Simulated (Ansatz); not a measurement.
Molecule: C$_{3}$HO, net charge -1, singlet state. It need not be the lowest isomer of its formula. Whether it binds its extra electron was not tested at this geometry. 
Coordinates optimised at B3LYP-D3(BJ)/def2-TZVP (Ansatz, an electronic-structure program):
```
C
C 1 1.2719
O 2 1.2123 1 172.26
C 1 1.3450 2 164.57 3 -180.00
H 4 1.1170 1 109.28 2 -180.00
```
Charge -1, spin multiplicity 1.

Basis-set convergence of Hartree-Fock and MP2 correlation energies (hartree) with Ansatz. Cores are frozen in the correlated levels unless marked. Spin-orbit coupling is left out. Non-relativistic.

The Hartree-Fock reference is unstable (checked in the largest basis), which strains HF and MP2. 

```csv
basis,functions,E(HF),"E(corr, MP2)"
aug-cc-pVDZ,101,-188.94645,-0.58606
aug-cc-pVTZ,207,…,…
```

**Question.** Some entries are withheld; supply them.

**Answer.** 
- aug-cc-pVTZ, E(HF): -188.98896
- aug-cc-pVTZ, E(corr, MP2): -0.70281
